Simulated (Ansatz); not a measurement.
`[CH3][GeH]([F])[SH]` + `F[SiH2]Cl` → `[F][GeH]([SH])[Cl]` + `C[SiH2]F`  (redistribution)

Gas-phase electronic energies from Ansatz, PBE0-D4/def2-TZVP geometries. CBS: MP2 limit from def2 TZ/QZ plus the TZ coupled-cluster correction, frozen cores. This one scheme is used for every species. Functionals use def2-TZVPP. HSE06 is defined as in plane-wave codes. For Ge outer-core shells are correlated without core-valence functions, which leaves a few kJ/mol of doubt a bond. Scalar relativity is left out up to krypton. One conformer a species, not always the lowest.

```tsv
level	ΔE (eV)
BLYP-D4	0.18
B97M-V	0.16
PBE0-D4	0.20
HSE06-D4	0.20
BHLYP-D4	0.20
B2PLYP	0.22
PBE	0.19
CCSD(T)/def2-SVP	0.14
```

What does CCSD(T)/CBS give? (Estimate.)

The calculation gave: +0.27 eV. The listed levels differ from it by -0.09, -0.11, -0.07, -0.07, -0.07, -0.05, -0.08, -0.13 eV.

What do rigid-rotor, harmonic-oscillator terms from PBE0-D4/def2-TZVP frequencies (298.15 K, 1 bar) make of the CCSD(T)/CBS value? (An estimate is asked.)

The calculation gave: ΔZPE = -0.02 eV, ΔH = +0.26 eV, ΔS = 0 J/(mol·K), ΔG = +0.26 eV.

Largest T1 diagnostic among the species: 0.011.

At CCSD(T), def2-SVP lies −0.13 eV from the extrapolated value and def2-TZVPP −0.03 eV. Leaving LDA and LC-ωPBE aside and taking each functional with its dispersion term where it has one, the values, not all of them listed here, spread over 0.06 eV, from B97M-V to PBE-QIDH.
